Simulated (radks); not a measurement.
Task: The mean radii <r> (bohr) of the occupied orbitals of an atom or ion are listed with their occupations. Method: Dirac Kohn-Sham, PBE, spin-unpolarised, spherical densities, point nucleus; computed with a radial shooting solver on a logarithmic mesh with Libxc functionals.

| orbital | occ. | <r> |
|---|---|---|
| 1s1/2 | 2 | 0.04408 |
| 2s1/2 | 2 | 0.1955 |
| 2p1/2 | 2 | 0.1684 |
| 2p3/2 | 4 | 0.1721 |
| 3s1/2 | 2 | 0.5548 |
| 3p1/2 | 2 | 0.5554 |
| 3p3/2 | 4 | 0.5641 |
| 3d3/2 | 4 | 0.5533 |
| 3d5/2 | 3 | 0.5560 |

Name the element and its charge. Open shells, if any, fill j = l - 1/2 first.

Result: Z = 34, selenium, charge +9: Se9+ in [Ar] 3d7. The 1s radius gives Z: for a bare nucleus <r> = (2 gamma + 1)/(2Z) with gamma = sqrt(1 - (Z/c)^2), 0.0432 bohr for Z = 34, and screening makes it slightly larger (0.04408 here). The occupations add up to 25, and the charge is Z minus that.
